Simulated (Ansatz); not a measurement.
Ansatz (a program for electronic structure) input:

Ansatz 0.2 input:
```yaml
crystal:
  periodic: [false, false, false]
  atoms:
    - {symbol: C, position_ang: [-1.63033115, -0.10763619, 0.00961468]}
    - {symbol: C, position_ang: [-0.37325008, 0.39610794, 0.09430371]}
    - {symbol: C, position_ang: [0.77682620, -0.37108033, -0.11326100]}
    - {symbol: C, position_ang: [2.04881710, 0.15907181, -0.02220534]}
    - {symbol: N, position_ang: [3.11320824, 0.60120522, 0.05355058]}
    - {symbol: H, position_ang: [-2.49520782, 0.50875418, 0.17500795]}
    - {symbol: H, position_ang: [-1.80260924, -1.14435388, -0.22646432]}
    - {symbol: H, position_ang: [-0.23432497, 1.44281054, 0.33401523]}
    - {symbol: H, position_ang: [0.69450990, -1.42172880, -0.35557614]}
basis:
  gaussian:
    orbitals: def2-TZVP
hamiltonian:
  xc: b3lyp
  dispersion: d3bj
magnetization: {spin_polarized: true, initial_magnetization: 1}
relax: {f_tol: 0.002, max_steps: 150}
```

Question: Predict the final energy.

Answer: -209.60638 Eh (B3LYP-D3(BJ)/def2-TZVP). The basis has 179 functions.

It need not be the lowest isomer of its formula.
